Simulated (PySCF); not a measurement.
The vertical singlet excitations below were computed for one of the candidates. Method used: TDDFT PBE0/def2-SVPD, vertical, gas phase, core orbitals frozen in the response (PySCF 2.14.0, density-fitted response routines). Geometries: GFN2-xTB, one conformer each.

```json
{"state": "S1", "E (eV)": "6.22", "λ (nm)": "199.2", "f": "0.0062"}
{"state": "S2", "E (eV)": "6.48", "λ (nm)": "191.3", "f": "0.260"}
{"state": "S3", "E (eV)": "6.90", "λ (nm)": "179.8", "f": "0.011"}
{"state": "S4", "E (eV)": "7.42", "λ (nm)": "167.2", "f": "0.034"}
{"state": "S5", "E (eV)": "7.54", "λ (nm)": "164.5", "f": "0.071"}
{"state": "S6", "E (eV)": "7.59", "λ (nm)": "163.4", "f": "0.048"}
```

Triplets computed (Tamm–Dancoff): 4.31, 5.98 eV.

Question: Which structure fits?
A. `[SiH3][Si@@H](CCF)N=C`
B. `C#C[C@]1(C)C=C1OC=O`
C. `O[SiH2][C@](CC)(C=C)F`

Answer: C. Its S1, at 6.22 eV, is the highest among the candidates; the nearest of the others has S1 at 5.26 eV. S1 is HOMO→LUMO+1 (98%). Löwdin shares by element: HOMO carbon 64% or more, silicon 10% (atoms not listed hold the other 26%); LUMO carbon 64% or more, silicon 8% (atoms not listed hold the other 28%). At the same level the other candidates give, for their lowest levels:
- `C=N[Si@@H]([SiH3])CCF`: 3.96 eV (f 0.000); 5.94 eV (f 0.010); 6.09 eV (f 0.189); 6.37 eV (f 0.031); 6.45 eV (f 0.013); T1 3.34 eV; HOMO -7.08, LUMO -1.08 eV
- `C#C[C@]1(C)C=C1OC=O`: 5.26 eV (f 0.015); 5.59 eV (f 0.118); 5.82 eV (f 0.006); 5.92 eV (f 0.013); 6.55 eV (f 0.001); T1 4.07 eV; HOMO -7.51, LUMO -1.09 eV

The values belong to the conformer `[CH2:1]=[CH:2][C@@:3]([F:4])([CH2:5][CH3:6])[SiH2:7][OH:8]`: C1–C2–C3–F4 10°, C2–C3–C5–C6 -56°, C2–C3–Si7–O8 61°, H–O8–Si7–C3 35°.
